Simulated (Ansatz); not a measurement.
Basis-set extrapolation for C$_{2}$H$_{6}$SSi (`C[SiH]1CS1`) (PBE0-D4/def2-TZVP geometry, frozen core, the Gaussian-basis code of Ansatz). Multiplicity 1, RHF reference.

```tsv
	def2-TZVPP	def2-QZVPP
HF	-765.755166	-765.778999
MP2 correlation	-0.641986	-0.688703
CCSD(T) correlation	-0.720219	not run
```

Energies in hartree. Use E(X) = E(∞) + A·exp(−7.88·√X) for Hartree–Fock and E(X) = E(∞) + B·X^(−2.97) for correlation, with X = 3 and 4, and add CCSD(T) minus MP2 of the smaller set to the MP2 limit.

Problem. What is the CCSD(T) energy at the basis-set limit?

Solution. HF limit: -765.778999 + (-0.023833) × 0.13774 = -765.78228. MP2 limit: -0.688703 + (-0.046717) × 0.74074 = -0.72331. Higher-order term: -0.720219 − (-0.641986) = -0.07823. Total: -766.58382 hartree, 68.0 kcal/mol below CCSD(T)/def2-TZVPP.
